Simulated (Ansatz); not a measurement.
Input for Ansatz (a quantum-chemistry and plane-wave program): U-wB97X-V/cc-pV(T+d)Z on AlH5Si (SMILES [AlH2][SiH3]), a point of a bond scan (R = 3.167 Å). Files ending in .json are basis or fitting sets from the Basis Set Exchange.

Ansatz 0.2 input:
```yaml
crystal:
  periodic: [false, false, false]
  atoms:
    - {symbol: Al, position_ang: [0.03394872, -0.60450630, -1.15927772]}
    - {symbol: H, position_ang: [-2.61019086, -0.87017330, -2.88197836]}
    - {symbol: H, position_ang: [1.38583772, -1.18780901, -1.74138382]}
    - {symbol: Si, position_ang: [-0.02792387, 0.52763245, 1.02391416]}
    - {symbol: H, position_ang: [-0.03926723, 2.00388745, 0.82696529]}
    - {symbol: H, position_ang: [1.14506402, 0.20807389, 1.87836413]}
    - {symbol: H, position_ang: [-1.25391258, 0.18491499, 1.79249452]}
basis:
  gaussian:
    orbitals: cc-pV_T+d_Z.json
hamiltonian:
  xc: {name: wB97X-V}
magnetization: {spin_polarized: true, initial_magnetization: 0}
```

Output:

```
WARN ansatz: RAYON_NUM_THREADS=1 ignored (pool sized by the plan → 1); use --threads N
Functional definition: wB97X-V
integrals: 0.08 GiB planned
912 factors; their error is unknown
integrals: 0.11 GiB planned
220 factors; integrals over basis functions are off by at most 4.0e-5 eV
mean field: 0.88 GiB planned
mean field evaluation 1: about -14547.9588 eV, gradient 1.1e1 eV
mean field evaluation 2: about -14549.0482 eV, gradient 7.3e0 eV
mean field evaluation 4: about -14549.6766 eV, gradient 3.3e-1 eV
mean field evaluation 8: about -14549.7469 eV, gradient 2.3e-2 eV
mean field evaluation 16: about -14549.8594 eV, gradient 7.7e-1 eV
mean field evaluation 32: about -14550.0524 eV, gradient 9.6e-2 eV
mean field -14550.05272587 eV, -534.7045752956 hartree, gradient 3.2e-5 eV, S^2 0.659497; 3 other end points of the search recorded, 0 dependent functions left out
reference -14550.05272429 eV, -534.7045752378 hartree; 16, 16 occupied and 132, 132 virtual orbitals, 912 factors
Total energy: -14550.05272429 eV, -534.7045752378 hartree
```

The calculation finished and met its thresholds. Its determinant has ⟨S²⟩ = 0.66, a mixture of spin states.

Cost: about 20 core-seconds (a rough figure).
